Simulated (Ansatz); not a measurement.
`[BH2][GaH2]` + `F[SiH3]` → `[SiH3][BH][GaH2]` + H–F at 600 K and 1 bar (formal exchange of groups at a B–H bond).

Computed with Ansatz on PBE0-D4/def2-TZVP structures; ΔE is electronic, products minus reactants. CCSD(T)/CBS is the MP2 limit (def2-TZVPP, def2-QZVPP) plus CCSD(T) − MP2 in def2-TZVPP, frozen cores. This one scheme is used for every species. For Ga outer-core shells are correlated without core-valence functions, which leaves a few kJ/mol of doubt a bond. Scalar relativity is left out up to krypton.

```json
{"species": "`[BH2][GaH2]`", "CCSD(T)/CBS energy (Eh)": "-1951.07352", "H − E (kJ/mol)": "123.1", "S (J/(mol·K))": "325.5"}
{"species": "`F[SiH3]`", "CCSD(T)/CBS energy (Eh)": "-390.72345", "H − E (kJ/mol)": "101.0", "S (J/(mol·K))": "280.0"}
{"species": "`[SiH3][BH][GaH2]`", "CCSD(T)/CBS energy (Eh)": "-2241.35179", "H − E (kJ/mol)": "187.4", "S (J/(mol·K))": "431.1"}
{"species": "H–F", "CCSD(T)/CBS energy (Eh)": "-100.39570", "H − E (kJ/mol)": "42.3", "S (J/(mol·K))": "194.0"}
```

H − E and S are ideal-gas, rigid-rotor, harmonic terms from PBE0-D4/def2-TZVP, for one conformer and one mirror image of each species. 1 Eh = 2625.50 kJ/mol, R = 8.31446 J/(mol·K).

Problem. By hand: ΔE, ΔH, ΔS and ΔG.

Solution. ΔE = (-2241.35179) + (-100.39570) − (-1951.07352) − (-390.72345) = 0.04948 Eh = 129.9 kJ/mol. Δ(H − E) = 187.4 + 42.3 − 123.1 − 101.0 = 5.6, so ΔH = 135.5 kJ/mol. ΔS = 431.1 + 194.0 − 325.5 − 280.0 = 19.6 J/(mol·K). ΔG = 135.5 − 600 × (19.6)/1000 = 123.7 kJ/mol.

Problem. By hand: the equilibrium constant, and the temperature at which ΔG would vanish if ΔH and ΔS stayed fixed.

Solution. log₁₀ K = −ΔG/(RT ln 10) = -10.8. ΔG = 0 at ΔH/ΔS = 6913 K, far beyond where these terms or the molecules hold.

ΔH outweighs TΔS. A doubt of 5 kJ/mol in ΔE shifts log₁₀ K by 0.4 here. Other conformers and mirror images would add mixing entropy, several J/(mol·K) or more a flexible species. Modes under 60 cm⁻¹, often nearly free rotors, make the harmonic entropy too high. These are equilibria of isolated gas molecules and say nothing of rates. Largest T1 diagnostic: 0.015 (customary marks: 0.02 for closed shells, 0.045 for open ones).
